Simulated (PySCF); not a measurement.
First SCF of a structure search on singlet AlCl₃, at a hand-made T-shaped geometry. PySCF input:

```python
from pyscf import gto, scf, dft
mol = gto.M(atom='''
Al     0.000000     0.000000     0.000000
Cl     0.000000     0.000000     2.250000
Cl     2.248600     0.000000     0.078500
Cl    -2.248600     0.000000     0.078500''',
    basis={'Al': 'def2-TZVP', 'Cl': 'def2-TZVP'},
    charge=0, spin=0)
mf = dft.RKS(mol, xc='PBE0')
mf.grids.atom_grid = (50, 194)
aux = {'Al': 'def2-universal-JKFIT', 'Cl': 'def2-universal-JKFIT'}
mf = mf.density_fit(auxbasis=aux)
mf.conv_tol = 1e-08
mf.diis_space = 10
mf.max_cycle = 60
mf.init_guess = 'minao'
mf.verbose = 4
mf.kernel()
```

Excerpt of the output (cycles and frontier levels):

```
init E= -1622.68941371191
  HOMO = -0.349109148144234  LUMO = -0.155432118005105  gap/eV = 5.27022
cycle= 1 E= -1622.54719586612  delta_E= 0.142  |g|= 0.509  |ddm|= 1.91
  HOMO = -0.226075170243703  LUMO = -0.197097121425237  gap/eV = 0.78853
cycle= 2 E= -1622.42961656439  delta_E= 0.118  |g|= 0.857  |ddm|= 1.43
  HOMO = -0.278898003982799  LUMO = -0.158906468970603  gap/eV = 3.26514
cycle= 3 E= -1622.6393323774  delta_E= -0.21  |g|= 0.0594  |ddm|= 0.839
  HOMO = -0.293711255366457  LUMO = -0.162689887085815  gap/eV = 3.56527
cycle= 4 E= -1622.63985672536  delta_E= -0.000524  |g|= 0.0312  |ddm|= 0.0703
  HOMO = -0.289897902025704  LUMO = -0.160439151455464  gap/eV = 3.52275
cycle= 5 E= -1622.64011294335  delta_E= -0.000256  |g|= 0.00493  |ddm|= 0.0289
  HOMO = -0.290676998401514  LUMO = -0.159783833859358  gap/eV = 3.56178
cycle= 6 E= -1622.64011773651  delta_E= -4.79e-06  |g|= 0.00251  |ddm|= 0.00679
  HOMO = -0.290570765707585  LUMO = -0.15987499296153  gap/eV = 3.55641
cycle= 7 E= -1622.64011923667  delta_E= -1.5e-06  |g|= 0.000293  |ddm|= 0.00219
  HOMO = -0.290561912597719  LUMO = -0.159875302819589  gap/eV = 3.55616
cycle= 8 E= -1622.64011925729  delta_E= -2.06e-08  |g|= 0.000106  |ddm|= 0.000303
  HOMO = -0.29056385140266  LUMO = -0.159879355871865  gap/eV = 3.55611
cycle= 9 E= -1622.64011926021  delta_E= -2.92e-09  |g|= 1.75e-05  |ddm|= 8.28e-05
  HOMO = -0.290561534219568  LUMO = -0.159880665436976  gap/eV = 3.55601
Extra cycle  E= -1622.64011926027  delta_E= -5.73e-11  |g|= 1.34e-05  |ddm|= 2.45e-05
converged SCF energy = -1622.64011926027
```

No lower solution of this spin was found by a stability analysis within the restricted form, which does not test spin polarisation.

The search for the lowest solution, with the stability check, took 9.8 s on 4 threads of a shared Intel Xeon Platinum 8259CL @ 2.50GHz (Skylake/Cascade Lake) host, with 148 basis functions; the process peaked at 0.47 GiB.
